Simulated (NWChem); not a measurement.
System: CH₃BClFO; SMILES FB(OC)Cl

```xyz
8

B      0.5418     0.1622     0.0000
F      1.7284     0.7513     0.0000
Cl    -0.9000     1.2121     0.0000
O      0.4919    -1.1736     0.0000
C     -0.6774    -1.9877     0.0000
H     -0.6529    -2.6216    -0.8907
H     -0.6529    -2.6216     0.8907
H     -1.5913    -1.3880     0.0000
```
Atoms are numbered in this order, from 1.

All runs: NWChem. Coordinates come from a B3LYP/6-31G* (spherical d) optimisation. GIAO values for the isolated, static molecule; σ is the absolute isotropic shielding, δ = σ(reference) − σ with the isolated reference molecule computed at the same levels (11B: boron trifluoride, 13C: tetramethylsilane, 19F: trichlorofluoromethane, 1H: tetramethylsilane, 17O: water).

Question: Estimate the computed values for KT2/pcSseg-1. Quantities: δ B1 (ppm); δ F2 (ppm); σ Cl3 (ppm); δ O4 (ppm); δ C5 (ppm); δ H6 (rotor mean) (ppm).

Answer: The δ B1 (ppm) is 9.1, the δ F2 (ppm) is -119.0 and the σ Cl3 (ppm) is 888.6. The δ O4 (ppm) is 122.8 and the δ C5 (ppm) is 58.1. The δ H6 (rotor mean) (ppm) comes out as 3.94.
